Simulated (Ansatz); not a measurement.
`OC1=N[SiH2]N1` + H₂ → `C1=N[SiH2]N1` + H₂O at 700 K and 1 bar (hydrogenolysis of a C–O bond).

Calculated with Ansatz (gas phase, PBE0-D4/def2-TZVP geometries, no zero-point term in ΔE). CBS: MP2 limit from def2 TZ/QZ plus the TZ coupled-cluster correction, frozen cores. This one scheme is used for every species. Each species was taken in one conformer, which may not be the lowest.

```csv
species,CCSD(T)/CBS energy (Eh),H − E (kJ/mol),S (J/(mol·K))
`OC1=N[SiH2]N1`,-514.12168,220.7,402.6
H₂,-1.17544,46.8,155.3
`C1=N[SiH2]N1`,-438.92588,195.9,367.6
H₂O,-76.37941,80.5,218.4
```

H − E and S are ideal-gas, rigid-rotor, harmonic terms from PBE0-D4/def2-TZVP, for one conformer and one mirror image of each species. The MP2-based limit puts H₂ 0.8 mEh under its directly extrapolated value; such offsets cancel only in part. 1 Eh = 2625.50 kJ/mol, R = 8.31446 J/(mol·K).

**Question.** By hand: ΔE, ΔH, ΔS and ΔG.

**Answer.** ΔE = (-438.92588) + (-76.37941) − (-514.12168) − (-1.17544) = -0.00817 Eh = -21.5 kJ/mol. Δ(H − E) = 195.9 + 80.5 − 220.7 − 46.8 = 8.9, so ΔH = -12.6 kJ/mol. ΔS = 367.6 + 218.4 − 402.6 − 155.3 = 28.1 J/(mol·K). ΔG = -12.6 − 700 × (28.1)/1000 = -32.3 kJ/mol.

**Question.** By hand: the equilibrium constant, and the temperature at which ΔG would vanish if ΔH and ΔS stayed fixed.

**Answer.** log₁₀ K = −ΔG/(RT ln 10) = 2.4. ΔH and −TΔS have one sign here, so there is no such temperature.

TΔS isn't small against ΔH here. A doubt of 5 kJ/mol in ΔE shifts log₁₀ K by 0.4 here. Other conformers and mirror images would add mixing entropy, several J/(mol·K) or more a flexible species. These are equilibria of isolated gas molecules and say nothing of rates. Largest T1 diagnostic: 0.015 (customary marks: 0.02 for closed shells, 0.045 for open ones).
